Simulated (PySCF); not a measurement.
System: C5H5S, charge 0, multiplicity 2. It need not be the lowest isomer of its formula. 
Structure (B3LYP-D3(BJ)/def2-TZVP (Ansatz) minimum search):
SMILES: Cc1[c]ccs1
```xyz
11

C     -2.3022    -0.1436    -0.0152
C     -0.8196    -0.2106     0.1447
C     -0.0426    -0.9840     0.9233
C      1.3579    -0.8242     0.8643
C      1.6693     0.1544    -0.0363
S      0.2602     0.8318    -0.7658
H     -2.6897     0.8442     0.2424
H     -2.7714    -0.8745     0.6420
H     -2.6059    -0.3633    -1.0407
H      2.0804    -1.3837     1.4380
H      2.6461     0.5170    -0.3138
```
Charge 0, spin multiplicity 2.

Dispersion corrections to the total energy (kcal/mol) from the dftd3 and dftd4 libraries through PySCF: D3(BJ) without and D4 with the three-body term, each with the damping fitted for the functional named.

```
functional  D3(BJ)      D4
----------  ------  ------
r2SCAN       -1.87     [?]
TPSSh          [?]   -8.40
PBE          -6.78   -6.86
revPBE      -17.23  -22.17
BP86        -11.08   -9.14
LC-wPBE      -6.49     [?]
BHLYP        -9.59   -8.21
```

### Question
Complete the blanks.

### Answer

- r2SCAN, D4: -1.65
- TPSSh, D3(BJ): -7.92
- LC-wPBE, D4: -7.64
